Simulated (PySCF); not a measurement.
**HI at PBE**

Computed with PBE; basis H cc-pVTZ, I cc-pVTZ-PP with ECP28; scalar-relativistic core potentials; PySCF 2.14.

| Property | Result |
| --- | --- |
| state | ¹Σ⁺ (singlet), closed shell |
| bond length | 163.0 pm |
| harmonic wavenumber | 2245 cm⁻¹ |
| force constant | 2.97 mdyn/Å |
| rotational constant Be | 6.345 cm⁻¹ |
| anharmonicity ωexe | 35.1 cm⁻¹ |
| vibration–rotation constant αe | 0.159 cm⁻¹ |
| well depth De to H + I | 3.41 eV |
| dissociation energy D0 | 3.27 eV |
| HOMO–LUMO gap | 4.98 eV |
| bond order (Mayer) | 1.02 |
| dipole moment (positive dipole means H(−)I(+)) | -0.48 D |

These are scalar-relativistic numbers at best; spin–orbit coupling would shift them, the dissociation energy most.
